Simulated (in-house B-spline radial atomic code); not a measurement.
Radial electron density of F, [He] 2s2 2p5. Method: non-relativistic LDA exchange-only, spin-polarised, spherical fractional occupations, point nucleus. Calculated with an all-electron radial atomic-structure program (B-spline basis).

Columns: r (bohr), 4πr²n(r) (electrons per bohr), bar.

```
 0.00679   0.2276 #
 0.00796   0.3063 #
 0.00934   0.4113 ##
   0.011   0.5538 ###
  0.0128    0.726 ###
  0.0151   0.9695 ####
  0.0177    1.271 ######
  0.0207    1.648 ########
  0.0243    2.129 ##########
  0.0285    2.716 ############
  0.0334    3.418 ################
  0.0392    4.245 ###################
   0.046    5.178 ########################
   0.054    6.191 ############################
  0.0633    7.215 #################################
  0.0743    8.187 #####################################
  0.0871    8.987 #########################################
   0.102    9.505 ###########################################
    0.12     9.64 ############################################
   0.141    9.307 ##########################################
   0.165    8.544 #######################################
   0.193    7.455 ##################################
   0.227    6.192 ############################
   0.266     5.09 #######################
   0.312    4.361 ####################
   0.366     4.16 ###################
   0.429    4.464 ####################
   0.503    5.085 #######################
    0.59     5.73 ##########################
   0.693    6.104 ############################
   0.812    6.011 ###########################
   0.953    5.428 #########################
    1.12    4.469 ####################
    1.31    3.384 ###############
    1.54    2.314 ###########
     1.8    1.463 #######
    2.12   0.8187 ####
    2.48    0.424 ##
    2.91    0.194 #
    3.41  0.07899 
       4  0.02773
```

On this grid the curve has 2 maxima, near 0.12, 0.693 bohr.

The 2p down radial function P(r) = rR(r), positive near the nucleus:

```csv
r (bohr),P
0.00679,0.0009338
0.00934,0.001747
0.0128,0.003231
0.0177,0.006045
0.0243,0.01107
0.0334,0.02009
0.046,0.03608
0.0633,0.06344
0.0871,0.1087
0.12,0.1805
0.165,0.2857
0.227,0.4277
0.312,0.5955
0.429,0.7592
0.59,0.8694
0.812,0.8782
1.12,0.7713
1.54,0.5853
2.12,0.3767
2.91,0.1999
4,0.0818
```
